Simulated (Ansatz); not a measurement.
Geometry optimisation, Ansatz, RKS PBE/cc-pVDZ.

Input file:

```yaml
crystal:
  periodic: [false, false, false]
  atoms:
    - { symbol: Si, position_ang: [-1.235135, 0.108243, 0.012706] }
    - { symbol: F, position_ang: [-0.817953, -1.494204, -0.023814] }
    - { symbol: F, position_ang: [-0.730528, 0.891005, -1.324829] }
    - { symbol: F, position_ang: [-2.861202, 0.171008, 0.028734] }
    - { symbol: F, position_ang: [-0.708711, 0.833625, 1.374284] }
    - { symbol: H, position_ang: [1.317372, -1.04238, -0.075679] }
    - { symbol: "N", position_ang: [1.871374, -0.181676, -0.019049] }
    - { symbol: H, position_ang: [1.578533, 0.304845, 0.837846] }
    - { symbol: H, position_ang: [1.586249, 0.409534, -0.810099] }
basis:
  gaussian: { orbitals: cc-pVDZ }
hamiltonian:
  xc: pbe
relax:
  f_tol: 0.03
  max_steps: 50
```

Run as:

```bash
$ ansatz run input.yaml --threads 2 --pin off --max-ram 3072MiB --backend cpu --events-out ev --progress --plain --runs-dir out
```

Task: Where does it end, and by what steps?

Result: The forces met the threshold. After 4 steps the energy has fallen by 0.020 eV; H6 moved furthest, 0.15 Å.

```csv
step,energy less start (eV),largest force component (eV/Å),accepted
0,0.0000,0.690,yes
1,-0.0131,0.539,yes
2,-0.0184,0.118,yes
3,-0.0194,0.049,yes
4,-0.0196,0.009,yes
```

```xyz
9
Properties=species:S:1:pos:R:3
Si -1.280 0.098 0.013
F -0.907 -1.488 -0.041
F -0.738 0.878 -1.312
F -2.902 0.222 0.028
F -0.719 0.791 1.378
H 1.466 -1.065 -0.047
N 1.931 -0.148 -0.019
H 1.581 0.328 0.823
H 1.568 0.384 -0.822
```

Run time: 8.1 s on 2 threads of Intel(R) Xeon(R) Platinum 8488C (Sapphire Rapids) (shared host), peak memory 0.16 GiB.
